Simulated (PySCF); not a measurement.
Species: C₅H₄F₃P.
SMILES: `C=CP1C=C1C(F)(F)F`

Computed with PySCF at PBE0/def2-SVPD, non-relativistic, on one gas-phase PBE0-D3(BJ)/def2-SVP geometry that isn't relaxed in the solvent. The solvent is an IEF-PCM continuum (cavity from Bondi-type radii × 1.2), and excitations are vertical TDDFT with non-equilibrium linear response and a frozen core. Specific hydrogen bonds and non-electrostatic terms are outside this model.

Gas-phase singlets (H = HOMO, L = LUMO):

```
state  E (eV)  λ (nm)      f  leading configurations
   S1   4.532     274  0.009                 H→L 97%
   S2   5.115     242  0.017    H→L+1 45%, H-1→L 45%
   S3   5.152     241  0.020    H→L+1 53%, H-1→L 35%
   S4   6.296     197  0.207             H-1→L+1 74%
   S5   6.547     189  0.002    H-3→L 51%, H→L+2 29%
```

How does the list change in benzene (ε = 2.271)?

| state | E (eV) | λ (nm) | f | leading configurations | change by rank (eV) |
| --- | --- | --- | --- | --- | --- |
| S1 | 4.558 | 272 | 0.011 | H→L 98% | +0.026 |
| S2 | 5.097 | 243 | 0.045 | H-1→L 69%, H→L+1 18% | -0.018 |
| S3 | 5.141 | 241 | 0.015 | H→L+1 80%, H-1→L 14% | -0.011 |
| S4 | 6.215 | 199 | 0.348 | H-1→L+1 82% | -0.081 |
| S5 | 6.528 | 190 | 0.009 | H-3→L 47%, H→L+2 36% | -0.019 |

How do the frontier levels move from gas to benzene?

```
orbital  gas (eV)  solvent (eV)  change (eV)
 LUMO+2      0.56          0.66        +0.10
 LUMO+1     -0.73         -0.62        +0.11
   LUMO     -1.48         -1.37        +0.11
   HOMO     -7.32         -7.24        +0.08
 HOMO-1     -7.83         -7.72        +0.11
 HOMO-2     -9.58         -9.48        +0.10
 HOMO-3     -9.70         -9.60        +0.10
```

The HOMO–LUMO gap goes from 5.84 to 5.87 eV.

The values belong to the conformer `[CH2:1]=[CH:2][P:3]1[CH:4]=[C:5]1[C:6]([F:7])([F:8])[F:9]`: C1–C2–P3–C4 -157°, C4–C5–C6–F7 -114°.
